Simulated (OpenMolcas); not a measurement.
Ru4+ among 6 point charges of -1 e arranged as a tetragonal octahedron (D4h). The axial distance is 1.12 times the equatorial one, R.

```
Program             : OpenMolcas 26.06
Method              : SS-CASPT2, IPEA 0.25 Eh, imaginary shift 0.1 Eh (closed shells correlated: 4s 4p)
Basis               : ANO-RCC-VDZP [6s5p3d1f]
Scalar Hamiltonian  : DKH2, point nucleus
Active space        : 4 electrons in 5 orbitals (4d)
State averaging     : 2S+1 = 5 even, 5 roots; 2S+1 = 3 even, 45 roots; 2S+1 = 1 even, 50 roots
Spin-orbit coupling : RASSI with atomic mean-field integrals over the reference wave functions
```

All point charges move together. At R = 2.09 Å the first state of the same spin is 2760 cm-1, and at R = 2.27 Å it is 2140 cm-1.

**Question.** A third run gives 3410 cm-1. What distance was it run at?

**Answer.** With a power law R^-n the two known points give n = -ln(2140 / 2760) / ln(2.27 / 2.09) = 3.08. Then R = 2.09 × (2760 / 3410)^(1/3.08) = 1.951 Å. The run was at 1.95 Å, so the estimate is off by +0.001 Å.

Point charges give a weaker field than real ligands, and real ions of this kind are as a rule low spin; the high spin found here belongs to the model. Free-ion shares, where given, are those of the reference states; single-state CASPT2 does not remix them. The ground term spreads over less than 5000 cm-1, several times less than with real ligands, so orbital moments are less quenched and χT lies further from the spin-only value than at real sites (holds for R = 2.09; R = 2.27). Point charges carry no covalency, so the field is a model and not that of real ligands. No measured value stands beside these numbers.
